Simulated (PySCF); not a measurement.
What does the PBE0-D3(BJ)/def2-SVP structure of `O[SiH2]C#[C][GeH3]` look like in three dimensions?

```
atom  x, y, z in Å
O1    -2.7719    0.2759    1.5725
Si2   -2.2137    0.1401    0.0129
C3    -0.3838   -0.0403   -0.0260
C4     0.8357   -0.1499   -0.0499
Ge5    2.7287   -0.3395   -0.1082
H6    -2.4095    0.9950    2.0982
H7    -2.5536    1.3390   -0.8097
H8    -2.8479   -1.0788   -0.5476
H9     3.2036   -0.9543    1.2159
H10    3.3588    1.0469   -0.3050
H11    3.0902   -1.2590   -1.2831
```

Orientation and origin are arbitrary. Atoms count from 1 in this order. Si2 (oxygen-bound silicon) is tetrahedral (angles from 106.1° to 112.0°). The 5 heavy atoms lie in one plane (0.003 Å rms). Ge5 (germanium bonded to C and 3 H) is tetrahedral (angles from 108.5° to 110.3°).

Bonds between heavy atoms (Å): O1–Si2 1.662, Si2–C3 1.839, C3≡C4 1.225, C4–Ge5 1.903.

The calculation used PBE0-D3(BJ)/def2-SVP geometry optimisation, gas phase (PySCF).

Not checked by PBE0-D3(BJ)/def2-SVP frequencies. The numbers are those of one conformer (H–O1–Si2–C3 57°).
